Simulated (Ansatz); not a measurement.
Basis-set extrapolation for C$_{3}$H$_{6}$AlFO (`CO/C(F)=[CH]/[AlH2]`) (PBE0-D4/def2-TZVP geometry, frozen core, the Gaussian-basis code of Ansatz). Multiplicity 1, RHF reference.

```tsv
	def2-TZVPP	def2-QZVPP
HF	-533.405029	-533.425090
MP2 correlation	-1.048295	-1.128558
CCSD(T) correlation	-1.128844	not run
```

Energies in hartree. Use E(X) = E(∞) + A·exp(−7.88·√X) for Hartree–Fock and E(X) = E(∞) + B·X^(−2.97) for correlation, with X = 3 and 4, and add CCSD(T) minus MP2 of the smaller set to the MP2 limit.

Problem. What is the CCSD(T) energy at the basis-set limit?

Solution. HF limit: -533.425090 + (-0.020061) × 0.13774 = -533.42785. MP2 limit: -1.128558 + (-0.080263) × 0.74074 = -1.18801. Higher-order term: -1.128844 − (-1.048295) = -0.08055. Total: -534.69641 hartree, 426.7 kJ/mol below CCSD(T)/def2-TZVPP.
